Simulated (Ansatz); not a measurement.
Ansatz (a program for electronic structure) input file for CHS2, SMILES S=C=[SH+], charge +1, CAM-B3LYP/def2-TZVPD. The structure is a stationary point at B3LYP-D3(BJ)/def2-TZVP. The isomer is the one that the SMILES or the coordinates give; other isomers of the formula were not compared.

Ansatz 0.2 input:
```yaml
crystal:
  periodic: [false, false, false]
  atoms:
    - {symbol: S, position_ang: [0.00030744, 1.60292968, 0.00000000]}
    - {symbol: C, position_ang: [0.02238188, 0.10174569, 0.00000000]}
    - {symbol: S, position_ang: [-0.08737884, -1.53356715, 0.00000000]}
    - {symbol: H, position_ang: [1.25885103, -1.72027462, 0.00000000]}
basis:
  gaussian:
    orbitals: def2-TZVPD
hamiltonian:
  xc: {name: CAM-B3LYP}
total_charge: 1
```

Log of the run:

```
WARN ansatz: RAYON_NUM_THREADS=1 ignored (pool sized by the plan → 1); use --threads N
Functional definition: CAM-B3LYP
integrals: 0.07 GiB planned
817 factors; their error is unknown
integrals: 0.10 GiB planned
248 factors; integrals over basis functions are off by at most 4.3e-5 eV
mean field: 0.58 GiB planned
mean field evaluation 1: about -22711.4538 eV, gradient 4.4e1 eV
mean field evaluation 2: about -22705.9805 eV, gradient 6.1e1 eV
mean field evaluation 4: about -22715.6950 eV, gradient 2.0e0 eV
mean field evaluation 8: about -22715.7062 eV, gradient 4.1e-2 eV
mean field evaluation 16: about -22715.7489 eV, gradient 2.0e-5 eV
mean field -22715.74890405 eV, -834.7883749362 hartree, gradient 2.0e-5 eV, S^2 0.000000; 0 other end points of the search recorded, 0 dependent functions left out
reference -22715.74900810 eV, -834.7883787601 hartree; 19, 19 occupied and 119, 119 virtual orbitals, 817 factors
Total energy: -22715.74900810 eV, -834.7883787601 hartree
```

The calculation finished and met its thresholds.
